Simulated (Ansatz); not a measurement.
`C[N](C)[Zn][Br]` + HCl → `C[N](C)[Zn][Cl]` + HBr at 298.15 K and 1 bar (ligand exchange at a Zn–Br bond).

Calculated with Ansatz (gas phase, PBE0-D4/def2-TZVP geometries, no zero-point term in ΔE). CBS: MP2 limit from def2 TZ/QZ plus the TZ coupled-cluster correction, frozen cores. This one scheme is used for every species. For Br, Zn outer-core shells are correlated without core-valence functions, which leaves a few kJ/mol of doubt a bond. Scalar relativity is left out up to krypton. One conformer a species, not always the lowest.

```tsv
species	CCSD(T)/CBS energy (Eh)	H − E (kJ/mol)	S (J/(mol·K))
`C[N](C)[Zn][Br]`	-4486.16677	238.5	379.2
HCl	-460.38127	26.6	186.8
`C[N](C)[Zn][Cl]`	-2372.62212	238.9	367.4
HBr	-2573.91920	24.6	198.6
```

H − E and S are ideal-gas, rigid-rotor, harmonic terms from PBE0-D4/def2-TZVP, for one conformer and one mirror image of each species. 1 Eh = 2625.50 kJ/mol, R = 8.31446 J/(mol·K).

**Question.** By hand: ΔE, ΔH, ΔS and ΔG.

**Answer.** ΔE = (-2372.62212) + (-2573.91920) − (-4486.16677) − (-460.38127) = 0.00672 Eh = 17.6 kJ/mol. Δ(H − E) = 238.9 + 24.6 − 238.5 − 26.6 = -1.6, so ΔH = 16.0 kJ/mol. ΔS = 367.4 + 198.6 − 379.2 − 186.8 = 0.0 J/(mol·K). ΔG = 16.0 − 298.15 × (0.0)/1000 = 16.0 kJ/mol.

**Question.** By hand: the equilibrium constant, and the temperature at which ΔG would vanish if ΔH and ΔS stayed fixed.

**Answer.** log₁₀ K = −ΔG/(RT ln 10) = -2.8. With ΔH or ΔS at zero there is no such temperature.

The number of gas molecules stays the same, so ΔS is small and ΔH decides. A doubt of 5 kJ/mol in ΔE shifts log₁₀ K by 0.9 here. Other conformers and mirror images would add mixing entropy, several J/(mol·K) or more a flexible species. Modes under 60 cm⁻¹, often nearly free rotors, make the harmonic entropy too high. These are equilibria of isolated gas molecules and say nothing of rates. Largest T1 diagnostic: 0.014 (customary marks: 0.02 for closed shells, 0.045 for open ones).

ΔS is within the doubt of such terms, so its sign, and with it that verdict, could turn.
